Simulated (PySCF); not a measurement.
Si (SMILES [Si-]), charge -1, quartet (in this run its highest filled SCF level lies above zero, so its values depend strongly on the basis, on diffuse functions most of all). Base run: PySCF with PBE0/def2-TZVP.

Here is a job for PySCF.
```python
from pyscf import gto, scf, dft

mol = gto.M(
    atom='''
Si    0.00000000    0.00000000    0.00000000
''',
    basis='def2-tzvp',
    charge=-1,
    spin=3,
    verbose=4,
)

mf = dft.UKS(mol)
mf.xc = 'pbe0'
mf.kernel()
```

Variants of this job, named by their change:

| change | ΔE vs base (µEh) | grid points | electrons on the grid |
|---|---|---|---|
| base | 0.0 | 19184 | 15.00000 |
| grids.level = 4 | 0.0 | 28920 | 15.00000 |
| small_rho_cutoff = 0 | 0.0 | 19184 | 15.00000 |
| grids.level = 1 | -2.0 | 6416 | 15.00000 |
| grids.becke_scheme = stratmann | 0.0 | 19184 | 15.00000 |
| grids.prune = dft.gen_grid.sg1_prune | 0.0 | 6360 | 15.00000 |
| grids.prune = dft.gen_grid.treutler_prune | 0.0 | 18424 | 15.00000 |
| grids.atom_grid = (99, 590) | 0.0 | 30080 | 15.00000 |
| grids.atom_grid = (50, 194) | -2.0 | 6416 | 15.00000 |
| grids.radi_method = mura_knowles | 0.0 | 17368 | 15.00000 |
| grids.prune = off | 0.0 | 34720 | 15.00000 |

Open shells are given as the SCF converged; they aren't shown to be the lowest states, and a large step between rows can be another state.
